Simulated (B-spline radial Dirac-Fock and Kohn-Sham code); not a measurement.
**X-ray lines that fill the 2s vacancy in Sm⁷⁺**

System: the Sm⁷⁺ ion in the configuration [Kr] 4d10 4f4 5s2 5p3.

Input of the calculation (task.json; shells as n, l, electrons):

```json
{"items": [{
  "Z": 62,
  "q": 7,
  "cfg": [[1, 0, 2], [2, 0, 2], [2, 1, 6], [3, 0, 2], [3, 1, 6], [3, 2, 10], [4, 0, 2], [4, 1, 6], [4, 2, 10], [4, 3, 4], [5, 0, 2], [5, 1, 3]],
  "A": 152,
  "rrms": 5.0819,
  "do": ["binding", "quiet", "decay"],
  "holes": ["K", "L1", "L2", "L3", "M1", "M2", "M3", "M4", "M5", "N1", "N2", "N3", "N4", "N5"]
}]}
```

Launch: `python xray_run.py task.json out`

Calculated with a radial finite-basis atomic code, using independent-particle rates on relativistic LDA orbitals of the hole state (multipoles up to L = 3, Coulomb Auger matrix elements, transition energies from Dirac-Fock).

| line | multipole | energy (eV) | width (meV) | share (%) |
| --- | --- | --- | --- | --- |
| L1-L2 | E1 | 430.1 | 0.131 | 0.0385 |
| L1-L3 | E1 | 1025.7 | 3.95 | 1.16 |
| L1-M2 | E1 | 6196.5 | 106 | 31.0 |
| L1-M3 | E1 | 6319.1 | 154 | 45.3 |
| L1-M4 | E2 | 6634.7 | 2.15 | 0.632 |
| L1-M5 | E2 | 6660.5 | 3.22 | 0.944 |
| L1-N2 | E1 | – | 25.3 | 7.42 |
| L1-N3 | E1 | 7487.8 | 38.5 | 11.3 |
| L1-N4 | E2 | 7608.8 | 0.293 | 0.0859 |
| L1-N5 | E2 | 7613.7 | 0.451 | 0.132 |
| L1-O2 | E1 | 7740.4 | 2.59 | 0.761 |
| L1-O3 | E1 | 7745.5 | 4.04 | 1.19 |

The listed lines hold 100.0 % of the radiative rate. A dash stands for an energy that rests on an unreliable hole state. The radiative width is 0.341 eV in the length form and 0.341 eV in the velocity form; the two differ because the transition energies are not eigenvalue differences of the potential that gave the orbitals.
